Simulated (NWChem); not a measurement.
# Lowest excitation of CHF

```xyz
3

C      0.5606    -0.4527     0.0000
F     -0.5266     0.2642     0.0000
H      1.3753     0.3381     0.0000
```
Charge 0, spin multiplicity 1.

Everything below was run with NWChem. The geometry was optimised at B3LYP/def2-SVP, a minimum by its harmonic frequencies.

Basis set: aug-cc-pVDZ. CR-EOMCCSD(T) is the triples correction to the same EOM-CCSD root.

The correlated methods keep 2 core orbitals frozen. B3LYP has NWChem's definition, with VWN1-RPA local correlation. The structure started from a generated list of species. Coupled-cluster values serve here as a point of comparison, not as the truth.

```csv
method,lowest vertical singlet excitation energy (eV)
TD-PBE,2.17
TDA-PBE0,2.41
CIS,?
EOM-CCSD,2.54
CR-EOMCCSD(T),?
TD-B3LYP,?
```

**Question.** Complete the blanks.

**Answer.** 
- CIS, lowest vertical singlet excitation energy (eV): 2.58
- CR-EOMCCSD(T), lowest vertical singlet excitation energy (eV): 2.43
- TD-B3LYP, lowest vertical singlet excitation energy (eV): 2.25
